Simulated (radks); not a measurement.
Q: Coherent X-ray form factor from a spherical all-electron density. Calculated with a radial shooting solver on a logarithmic mesh with Libxc functionals: Dirac Kohn-Sham, PBEsol, spin-unpolarised, spherical densities, finite nucleus; Fermi nuclear charge, rms radius of each element as measured or else 0.836 A^(1/3) + 0.57 fm.

sin(theta)/lambda (1/angstrom)  f0 (electrons)
0.05                                    39.916
0.1                                     39.664
0.15                                    39.252
0.2                                     38.687
0.25                                    37.983
0.3                                     37.154
0.4                                     35.191
0.5                                     32.947
0.6                                     30.574
0.8                                     25.956
1                                       22.050
1.25                                    18.425
1.5                                     15.860
2                                       12.090

The species is in the configuration that NIST lists as its ground one. Which atom or ion scatters so?

A: The dysprosium ion Dy26+, [Kr] 4d4. Extrapolating in s^2 from the first two rows gives f0(0) = 40.0, near the electron count 40; among species with that count, the fall with angle is slower the higher Z, and the table is that of Z = 66; from so few rows the species is fixed only to a neighbour or two.
